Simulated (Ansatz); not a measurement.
`[OH][Ga]([OH])[SH]` + HCl → `[OH][Ga]([OH])[Cl]` + H₂S  (ligand exchange at a Ga–S bond)

Computed with Ansatz on PBE0-D4/def2-TZVP structures; ΔE is electronic, products minus reactants. CBS: MP2 limit from def2 TZ/QZ plus the TZ coupled-cluster correction, frozen cores. This one scheme is used for every species. Functionals use def2-TZVPP. For Ga outer-core shells are correlated without core-valence functions, which leaves a few kJ/mol of doubt a bond. Scalar relativity is left out up to krypton. Each species was taken in one conformer, which may not be the lowest.

| level | ΔE (kJ/mol) |
| --- | --- |
| r2SCAN-D4 | -25.2 |
| SCS-MP2/def2-TZVPP | -27.9 |
| CCSD/def2-TZVPP | -27.5 |
| CCSD(T)/def2-TZVPP | -25.7 |

Q: What does CCSD(T)/CBS give? (Estimate.)

A: The calculation gave: -23.3 kJ/mol. The listed levels differ from it by -1.9, -4.6, -4.2, -2.4 kJ/mol.

Largest T1 diagnostic among the species: 0.014.

In def2-TZVPP, CCSD(T) changes the Hartree–Fock value by +13.6 kJ/mol (the triples alone add +1.8 kJ/mol) and MP2 by +14.2 kJ/mol.
